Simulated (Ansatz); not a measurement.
`CS[CH2][ZnH]` + `BS` → `B[S][ZnH]` + `CSC` at 298.15 K and 1 bar (ligand exchange at a Zn–C bond).

Gas-phase electronic energies from Ansatz, PBE0-D4/def2-TZVP geometries. CCSD(T)/CBS is the MP2 limit (def2-TZVPP, def2-QZVPP) plus CCSD(T) − MP2 in def2-TZVPP, frozen cores. This one scheme is used for every species. For Zn outer-core shells are correlated without core-valence functions, which leaves a few kJ/mol of doubt a bond. Scalar relativity is left out up to krypton. One conformer a species, not always the lowest.

| species | CCSD(T)/CBS energy (Eh) | H − E (kJ/mol) | S (J/(mol·K)) |
| --- | --- | --- | --- |
| `CS[CH2][ZnH]` | -2255.84623 | 207.3 | 346.4 |
| `BS` | -424.38198 | 90.6 | 245.0 |
| `B[S][ZnH]` | -2202.78318 | 91.3 | 306.3 |
| `CSC` | -477.48821 | 214.0 | 283.0 |

H − E and S are ideal-gas, rigid-rotor, harmonic terms from PBE0-D4/def2-TZVP, for one conformer and one mirror image of each species. 1 Eh = 2625.50 kJ/mol, R = 8.31446 J/(mol·K).

Problem. By hand: ΔE, ΔH, ΔS and ΔG.

Solution. ΔE = (-2202.78318) + (-477.48821) − (-2255.84623) − (-424.38198) = -0.04318 Eh = -113.4 kJ/mol. Δ(H − E) = 91.3 + 214.0 − 207.3 − 90.6 = 7.4, so ΔH = -106.0 kJ/mol. ΔS = 306.3 + 283.0 − 346.4 − 245.0 = -2.1 J/(mol·K). ΔG = -106.0 − 298.15 × (-2.1)/1000 = -105.4 kJ/mol.

Problem. By hand: the equilibrium constant, and the temperature at which ΔG would vanish if ΔH and ΔS stayed fixed.

Solution. log₁₀ K = −ΔG/(RT ln 10) = 18.5. ΔG = 0 at ΔH/ΔS = 50476 K, far beyond where these terms or the molecules hold.

The number of gas molecules stays the same, so ΔS is small and ΔH decides. A doubt of 5 kJ/mol in ΔE shifts log₁₀ K by 0.9 here. Other conformers and mirror images would add mixing entropy, several J/(mol·K) or more a flexible species. These are equilibria of isolated gas molecules and say nothing of rates. Largest T1 diagnostic: 0.017 (customary marks: 0.02 for closed shells, 0.045 for open ones).
